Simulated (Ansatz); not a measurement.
Program: Ansatz. Geometries: PBE0-D4/def2-TZVP. ΔE: electronic, gas phase. CCSD(T)/CBS is the MP2 limit (def2-TZVPP, def2-QZVPP) plus CCSD(T) − MP2 in def2-TZVPP, frozen cores. This one scheme is used for every species, atoms too. Functionals use def2-TZVPP. B3LYP here is the variant with VWN-RPA as its local correlation; programs differ in this. HSE06 is defined as in plane-wave codes. Open shells (•) are unrestricted, without spin–orbit coupling. Spin–orbit coupling would lower the free atoms: a little for Cl. Bonds to Br are less sure, by a few kJ/mol each and by 10 to 20 or more in all where they break to atoms, as the def2 sets lack core-valence functions. Scalar relativity is left out up to krypton. Each species was taken in one conformer, which may not be the lowest.

Reaction (homolysis of the Al–Cl bond): `[NH2][Al]([Cl])[Br]` → `[NH2][Al][Br]`• + Cl•

`[NH2][Al]([Cl])[Br]`:

Cartesian coordinates in Å:
```
N -0.536 -0.678 -0.585
Al 0.383 0.429 0.405
Cl 1.997 -0.271 1.521
Br -0.173 2.597 0.473
H -0.345 -1.663 -0.665
H -1.326 -0.413 -1.150
```

`[NH2][Al][Br]`•:

```xyz
5

N    -0.326    0.141   -0.712
Al   -0.375   -0.712    0.833
Br    1.313   -0.266    2.300
H     0.393    0.799   -0.972
H    -1.005    0.039   -1.448
```

| level | ΔE (kJ/mol) | difference from CCSD(T)/CBS |
| --- | --- | --- |
| LDA (SPW92) | 539.6 | 33.3 |
| PBE-D4 | 487.4 | -18.9 |
| r2SCANh-D4 | 490.6 | -15.7 |
| HSE06-D4 | 489.1 | -17.2 |
| revPBE | 462.9 | -43.4 |
| B3LYP | 474.0 | -32.3 |
| r2SCAN0 | 486.4 | -19.9 |
| CAM-B3LYP | 483.6 | -22.7 |
| LC-ωPBE | 485.2 | -21.1 |
| HF/CBS(def2) | 390.3 | -116.0 |
| CCSD(T)/CBS | 506.3 | 0 |

Largest T1 diagnostic among the species: 0.011.

Leaving LDA and LC-ωPBE aside and taking each functional with its dispersion term where it has one, the values, not all of them listed here, spread over 37.9 kJ/mol, from revPBE-D4 to B97M-V. LDA lies +57.3 kJ/mol from PBE without D4, its usual overbinding. The D4 term adds +8.3 kJ/mol with B3LYP and +4.6 kJ/mol with PBE0; it sums over pairs of atoms, weighted by their polarisabilities, and B3LYP, whose exchange is more repulsive, gets the larger term.

CCSD(T)/CBS has its own doubt, a few kJ/mol and more with outer-core shells, so smaller differences from it don't rank the levels.
